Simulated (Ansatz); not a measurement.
A run for Ansatz (a quantum-chemistry and plane-wave program): R-PBE0/def2-TZVPP on AlH5Si (SMILES [AlH2][SiH3]), a point of a torsion scan.

Ansatz 0.2 input:
```yaml
crystal:
  periodic: [false, false, false]
  atoms:
    - {symbol: Al, position_ang: [1.38160751, 0.09165060, 0.00339043]}
    - {symbol: Si, position_ang: [-1.03519773, -0.04874259, 0.01733861]}
    - {symbol: H, position_ang: [2.35578704, -1.13553020, -0.02001573]}
    - {symbol: H, position_ang: [2.24786478, 1.39622647, 0.01359586]}
    - {symbol: H, position_ang: [-1.52426406, -1.44827180, 0.00111542]}
    - {symbol: H, position_ang: [-1.72077636, 0.58358134, -1.13394171]}
    - {symbol: H, position_ang: [-1.70499321, 0.55019437, 1.19558107]}
basis:
  gaussian:
    orbitals: def2-TZVPP
hamiltonian:
  xc: {name: PBE0}
scf: {lower_state_search: off}
```

The head of its log:

```
WARN ansatz: RAYON_NUM_THREADS=1 ignored (pool sized by the plan → 1); use --threads N
Functional definition: PBE0
these checks for a lower state are left out or cut short: stability, starts, cluster_reference, orbital_swaps, neighbouring_geometries, increment
integrals: 0.06 GiB planned
886 factors; their error is unknown
mean field: 0.54 GiB planned
mean field evaluation 1: about -14548.0663 eV, gradient 1.5e1 eV
mean field evaluation 2: about -14548.6400 eV, gradient 8.1e0 eV
```

Give the final energy of this run.

-534.6606 hartree.
